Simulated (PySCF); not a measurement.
SMILES CCC(C)=O (C4H8O) (PBE0/def2-SVP optimised geometry):

```
13

C     -1.391    -0.383    -1.159
C     -0.783     0.382     0.000
C      0.733     0.382     0.000
C      1.408     1.045     1.178
O      1.368    -0.126    -0.893
H     -2.489    -0.339    -1.130
H     -1.085    -1.439    -1.137
H     -1.051     0.029    -2.120
H     -1.109     1.439     0.000
H     -1.123    -0.013     0.974
H      1.220     0.458     2.092
H      1.001     2.052     1.356
H      2.489     1.101     1.002
```

Level of theory: PySCF with PBE0/def2-TZVP.

### Question
What are the frontier orbital energies and the dipole moment?

### Answer
HOMO-2 -10.19 eV, HOMO-1 -9.71 eV, HOMO -7.19 eV, LUMO -0.30 eV, LUMO+1 0.92 eV; dipole moment 2.85 D.

On the same geometry PySCF with PBE/def2-TZVP gives HOMO-2 -8.67 eV, HOMO-1 -8.30 eV, HOMO -5.59 eV, LUMO -1.48 eV, LUMO+1 0.15 eV; dipole moment 2.72 D.

Meta-Löwdin charges at PBE0/def2-TZVP: C1 -0.34, C2 -0.24, C3 0.39, C4 -0.40, O5 -0.42, H6 0.11, H7 0.12, H8 0.12, H9 0.12, H10 0.12, H11 0.14, H12 0.13, H13 0.14.
